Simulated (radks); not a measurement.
Results of a calculation; reference values are marked as such.
The mean radii <r> (bohr) of the occupied orbitals of an atom or ion are listed with their occupations. Code: a radial shooting solver on a logarithmic mesh with Libxc functionals. Model: non-relativistic Kohn-Sham, LDA (Slater exchange, Perdew-Wang correlation), spin-polarised, spherical densities, point nucleus.

| orbital | occ. | <r> |
|---|---|---|
| 1s | 2 | 0.2009 |
| 2s | 2 | 1.148 |
| 2p | 4 | 1.264 |

Name the element and its charge.

Answer. Z = 8, oxygen, charge 0: O in [He] 2s2 2p(up 2, down 2). The 1s radius gives Z: for a bare nucleus <r> = 1.5/Z, 0.1875 bohr for Z = 8, and screening makes it slightly larger (0.2009 here). The occupations add up to 8, and the charge is Z minus that.
